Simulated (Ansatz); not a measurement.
`CN1[SiH2]C1F` + H₂ → `CN1C[SiH2]1` + H–F  (hydrogenolysis of a C–F bond)

Calculated with Ansatz (gas phase, PBE0-D4/def2-TZVP geometries, no zero-point term in ΔE). CBS: MP2 limit from def2 TZ/QZ plus the TZ coupled-cluster correction, frozen cores. This one scheme is used for every species. Functionals use def2-TZVPP.

```
         level  ΔE (kJ/mol)
       PBE0-D4        -77.6
MP2/def2-TZVPP        -91.8
 MP2/CBS(def2)        -94.1
CCSD/CBS(def2)        -91.4
```

(1) What does CCSD(T)/CBS give? (Estimate.)

Largest T1 diagnostic among the species: 0.013.

Results:

(1) Computed: -88.9 kJ/mol. The listed levels differ from it by 11.3, -2.9, -5.2, -2.5 kJ/mol.

From PBE to PBE0 (25 % exact exchange), in def2-TZVPP and without D4, ΔE moves by −9.7 kJ/mol.
